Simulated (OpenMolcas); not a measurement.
# Er2+: moving or changing the point charges

Er2+ among 6 point charges of -0.5 e arranged as an octahedron (Oh), 2.21 Å from the ion.
```
   2.2100    0.0000    0.0000  -0.50
   0.0000    2.2100    0.0000  -0.50
  -2.2100    0.0000    0.0000  -0.50
   0.0000   -2.2100    0.0000  -0.50
   0.0000    0.0000    2.2100  -0.50
   0.0000    0.0000   -2.2100  -0.50
```

```
Program             : OpenMolcas
Method              : CASSCF
Basis               : ANO-RCC-VTZP [8s7p5d3f2g1h]
Scalar Hamiltonian  : DKH2, point nucleus
Active space        : 12 electrons in 7 orbitals (4f)
State averaging     : 2S+1 = 3 even, 21 roots; 2S+1 = 1 even, 27 roots kept (CI in the orbitals of an earlier block)
Spin-orbit coupling : state interaction with AMFI integrals over the reference wave functions
```

Runs around this geometry, states (labels of O, the rotations of Oh). Energies in cm-1 above the lowest state or level, χT in cm3 K/mol; under a threefold ground state the first gap can be a small split of the lowest multiplet, not the spin-orbit step.

```
R (Å)  Ground state  First state of that spin  First gap with spin-orbit (degeneracies)  Width of lowest J  χT at 300 K
 2.21           3T1                   3E 36.8                               27.2 (1, 3)                207        7.109
 2.43           3T1                   3E 21.8                               16.9 (1, 3)                131        7.132
  2.6           3T1                   3E 15.2                               12.1 (1, 3)                 94        7.140
```

Taking the width of the lowest J multiplet as R^-n, n = -ln(94 / 207) / ln(2.6 / 2.21) = 4.9 between the shortest and longest distance.

This is an electrostatic model: the charges have no orbitals. No measured value stands beside these numbers.
